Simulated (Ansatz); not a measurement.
Ansatz (a program for electronic structure) input:

Ansatz 0.2 input:
```yaml
crystal:
  periodic: [false, false, false]
  atoms:
    - {symbol: N, position_ang: [-0.00000000, -0.00000000, -1.26217169]}
    - {symbol: C, position_ang: [-0.00000000, -0.00000000, -0.04055002]}
    - {symbol: O, position_ang: [0.00000000, 0.00000000, 1.13481274]}
basis:
  gaussian:
    orbitals: def2-TZVPD
hamiltonian:
  xc: {name: SVWN5}
magnetization: {spin_polarized: true, initial_magnetization: 1}
output: {forces: true}
```

### Question
Predict the final energy.

### Answer
-166.75659 Eh (SVWN5/def2-TZVPD). The basis has 114 functions.

It need not be the lowest isomer of its formula.
